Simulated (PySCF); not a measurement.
Spin–spin coupling constants

Bonds: B1-C2 1.574 Å, B1-C6 1.574 Å, B1-C10 1.575 Å. C2 carries H3, H4, H5; C6 carries H7, H8, H9; C10 carries H11, H12, H13.

Couplings: B3LYP/pcJ-1 (spin–dipole term only in couplings to heteroatoms) in PySCF 2.14.0 with density-fitted response routines, geometry PBE0-D3(BJ)/def2-SVP; gas phase, one conformer, non-relativistic. Couplings are averaged over pairs made equivalent by symmetry, fast rotation or ring inversion, so a value needn't be that of the named pair in this geometry, while other rotamers aren't included; one pair stands for each set, and the list holds those of at least 0.8 Hz over up to four bonds.

Isotopes: ¹³C, ¹H, ¹¹B.

```
  pair  bonds  J (Hz)
B1, C2      1    50.3
C2, H3      1       ?
B1, H3      2    -4.6
C2, C6      2     6.2
H3, H4      2   -15.4
C2, H7      3       ?
H3, H7      4     1.1
```

Task: Estimate the withheld couplings, with signs.

Result: 
- ¹J(C2,H3) = 123.0 Hz (mean over equivalent pairs that range from 116.6 to 131.7 Hz in this conformer)
- ³J(C2,H7) = 3.2 Hz (mean over equivalent pairs that range from 0.5 to 9.0 Hz in this conformer)
